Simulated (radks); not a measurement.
Species: the thallium ion Tl40+. Configuration: [Kr] 4d4 7s1 (not the ground configuration).

All-electron calculation, scalar-relativistic Kohn-Sham, LDA (Slater exchange, Perdew-Wang correlation), spin-polarised, spherical densities, finite nucleus; open shells are filled with parallel spins first (spin-orbit coupling, left out, can overturn this in heavy ions); Fermi nuclear charge, rms radius 5.4759 fm. Program: a radial shooting solver on a logarithmic mesh with Libxc functionals.

Energy parts (Ry):
total: -38378.9096
kinetic: 43452.3602
electron-nucleus: -89907.4838
Hartree: 8659.7722
exchange-correlation: -583.5582

Orbitals (lengths in bohr, moments of r in powers of bohr; r(max) is where P^2 peaks):
orbital	occ.	eigenvalue (Ry)	r(max)
1s up	1	-6421.056	0.01004
1s down	1	-6421.027	0.01004
2s up	1	-1255.692	0.05819
2s down	1	-1255.325	0.05819
2p up	3	-1099.893	0.04834
2p down	3	-1099.579	0.04833
3s up	1	-400.1030	0.1634
3s down	1	-399.8461	0.1634
3p up	3	-355.0919	0.1630
3p down	3	-354.8188	0.1630
3d up	5	-309.2876	0.1324
3d down	5	-308.9483	0.1324
4s up	1	-177.8500	0.3514
4s down	1	-176.9828	0.3513
4p up	3	-161.3924	0.3644
4p down	3	-160.5379	0.3643
4d up	4	-143.4250	0.3588
4d down	0	-142.5679	0.3587
7s up	1	-44.41447	1.505
7s down	0	-43.94628	1.507

The highest occupied level is 7s up at -604.29 eV. The configuration is held as typed, so some empty levels lie below it. The density falls to 0.001 e/bohr^3 at r = 2.25 bohr. Summed over all electrons, <r^2> = 4.601 bohr^2, which gives a Langevin (diamagnetic) susceptibility term of -3.64 x 10^-6 cm^3/mol. The spin density at the nucleus is 1378 e/bohr^3 (1s -5, 2s -39, 3s -20, 4s 11, 7s 1432). The electron density at the nucleus is 2.711e+06 e/bohr^3 (large components only).
